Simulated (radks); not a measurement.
The bromine anion Br-, [Kr], held by a Watson sphere: a shell of charge +1.44 at radius R that stands for the Madelung well of a crystal (potential energy -1.44/R inside, -1.44/r outside, in hartree with lengths in bohr). Calculated with a radial shooting solver on a logarithmic mesh with Libxc functionals: scalar-relativistic Kohn-Sham, LDA (Slater exchange, Perdew-Wang correlation), spin-polarised, spherical densities, finite nucleus; Fermi nuclear charge, rms radius of each element as measured or else 0.836 A^(1/3) + 0.57 fm. Response by self-consistent Sternheimer equations with the Hartree and adiabatic LDA kernel, the relativistic mass of each level held fixed and spin-orbit coupling left out. The sphere does not respond.

| R (bohr) | e(3d) (eV) | e(4s) (eV) | e(4p) (eV) | <r> 4p (bohr) | sum of <r^2> (bohr^2) | X-ray form factor at sin(theta)/lambda = 0.1 1/angstrom | alpha (bohr^3) |
|---|---|---|---|---|---|---|---|
| 2.6 | -69.142 | -23.736 | -11.821 | 2.127 | 46.00 | 33.086 | 23.23 |
| 2.84 | -68.733 | -23.137 | -11.297 | 2.158 | 47.09 | 33.037 | 25.37 |
| 2.97 | -68.514 | -22.830 | -11.017 | 2.173 | 47.63 | 33.014 | 26.57 |
| 4.2 | -66.559 | -20.450 | -8.703 | 2.266 | 51.31 | 32.875 | 37.85 |

Estimate the row for R = 4.62 bohr.

Answer. e(3d) (eV) -65.976; e(4s) (eV) -19.817; e(4p) (eV) -8.065; <r> 4p (bohr) 2.283; sum of <r^2> (bohr^2) 52.09; X-ray form factor at sin(theta)/lambda = 0.1 1/angstrom 32.852; alpha (bohr^3) 41.33.
